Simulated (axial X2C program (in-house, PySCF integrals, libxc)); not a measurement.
Spin–orbit effects down a group: molecules with H (ions), CCSD

All values come from calculations with an in-house relativistic program for diatomic molecules, spin-free (one-electron X2C) or two-component (2c: spin–orbit coupling with atomic mean-field Coulomb and Gaunt terms, which also bring small scalar terms), in Dyall basis sets with cores contracted in-house; open shells are unrestricted.

Basis sets: Br dyall-cv3z, Cl dyall-av3z, F dyall-av3z, H dyall-v3z, I dyall-cv3z. Frozen shells (counts by l): HF⁺ F 1s, H none, 7 electrons correlated; HCl⁺ Cl 2s1p, H none, 7 electrons correlated; HBr⁺ Br 3s2p1d, H none, 7 electrons correlated; HI⁺ I 4s3p2d, H none, 7 electrons correlated. Coupled cluster in natural virtuals with an MP2 remainder. Where the outer core of a metal is frozen, bonds come out longer and ionisation energies lower.

| molecule | spin-free state | Re (Å) | ωe (cm⁻¹) | De (eV) | 2c state | Re 2c (Å) | ωe 2c (cm⁻¹) | De 2c (eV) |
| --- | --- | --- | --- | --- | --- | --- | --- | --- |
| HF⁺ | M_S = 1/2, Λ = 1 | 1.002 | 3121.8 | 3.63 | Ω = 3/2 | 1.002 | 3122.3 | 3.64 |
| HCl⁺ | M_S = 1/2, Λ = 1 | 1.317 | 2702.9 | 4.61 | Ω = 3/2 | 1.317 | 2702.6 | 4.61 |
| HBr⁺ | M_S = 1/2, Λ = 1 | 1.447 | 2468.9 | 3.88 | Ω = 3/2 | 1.448 | 2465.3 | 3.85 |
| HI⁺ | M_S = 1/2, Λ = 1 | 1.631 | 2232.8 | 3.20 | Ω = 3/2 | 1.634 | 2216.1 | 3.08 |

**Question.** Work out the shifts from the spin-free to the two-component result.

**Answer.** 

| molecule | 2c state | ΔRe (Å) | Δωe (cm⁻¹) | ΔDe (eV) |
| --- | --- | --- | --- | --- |
| HF⁺ | Ω = 3/2 | 0.000 | 0.5 | 0.01 |
| HCl⁺ | Ω = 3/2 | 0.000 | -0.3 | 0.00 |
| HBr⁺ | Ω = 3/2 | 0.001 | -3.6 | -0.03 |
| HI⁺ | Ω = 3/2 | 0.003 | -16.7 | -0.12 |

Shifts of one unit in the last digit are rounding.

Fragments in 2c: F + H+, Cl+ + H, Br+ + H, I+ + H. Each entry is the lowest single determinant of a limited PBE0 search at one distance. De goes to single-determinant-based atoms at the same level (for ions the charge split of lowest energy) and is withheld (n/a) where an atom does not fit its ground term or J level. Main or longest-lived isotopes.
